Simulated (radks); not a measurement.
Results of a calculation; reference values are marked as such.
Question: These are the eigenvalues of the occupied orbitals of an atom or ion with whole-number occupations (hartree). Level of theory: scalar-relativistic Kohn-Sham, LDA (Slater exchange, Perdew-Wang correlation), spin-unpolarised, spherical densities, finite nucleus; Fermi nuclear charge, rms radius of each element as measured or else 0.836 A^(1/3) + 0.57 fm (a radial shooting solver on a logarithmic mesh with Libxc functionals).

1s: -1841.426
2s: -305.9967
2p: -272.7023
3s: -69.65312
3p: -59.33540
3d: -45.66851
4s: -15.80160
4p: -12.38000
4d: -7.63906
5s: -3.67098
5p: -2.75006
4f: -2.45139
6p: -1.05481

Which element is it, and in what charge state? The configuration may be excited.

Answer: Z = 64, gadolinium, charge +4: Gd4+ in [Xe] 4f5 6p1. The list shows which subshells hold electrons but not how many an open one holds; the 1s level, -1841.4 hartree, gives Z - s = 60.7 by -(Z - s)^2/2, which with screening and relativity narrows Z to a few neighbours, and the depths of the outer levels then fix element, charge and occupations together.
